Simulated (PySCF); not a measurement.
WCl₄H₂, SMILES [Cl][WH2]([Cl])([Cl])[Cl], multiplicity 1.

The structure is a stationary point at B3LYP-D3(BJ)/def2-SVP. The spin state was assumed, not searched. The structure was generated by enumeration; whether it is a known compound was not checked. The def2 effective core potentials stand for the cores of W; spin–orbit coupling is left out.

The numbers are results of TDA-PBE/def2-SVPD (PySCF), not measurements.

Vertical excitations. The molecule is in vacuum. State labels are in the subgroup C2v.

Give excitation energies, oscillator strengths and character. (An estimate is asked for; the answer gives what the named calculation found.)


```csv
state,symmetry,energy (eV),λ (nm),f,main pairs
S1,A2,1.81,687,0.000,HOMO→LUMO 100 %
S2,B2,2.03,610,0.004,HOMO→LUMO+1 97 %
S3,B1,2.67,464,0.001,HOMO−1→LUMO 93 %
S4,A1,2.89,429,0.000,"HOMO−2→LUMO 70 %, HOMO−1→LUMO+1 30 %"
S5,A2,3.09,402,0.000,HOMO−4→LUMO 87 %
S6,B2,3.16,392,0.004,"HOMO−3→LUMO 62 %, HOMO−4→LUMO+1 32 %"
S7,A2,3.16,392,0.000,HOMO−3→LUMO+1 87 %
S8,B1,3.38,366,0.012,"HOMO−2→LUMO+1 59 %, HOMO→LUMO+2 35 %"
S9,B2,3.49,356,0.022,"HOMO−4→LUMO+1 47 %, HOMO−5→LUMO 40 %, HOMO−3→LUMO 9 %"
S10,A1,3.62,342,0.023,"HOMO−1→LUMO+1 60 %, HOMO−2→LUMO 26 %"
T1,A2,1.59,778,0,HOMO→LUMO 100 %
T2,B2,1.73,716,0,HOMO→LUMO+1 100 %
T3,B1,2.51,494,0,HOMO−1→LUMO 97 %
T4,A1,2.57,482,0,HOMO−1→LUMO+1 93 %
```
Triplets are in the Tamm–Dancoff approximation.
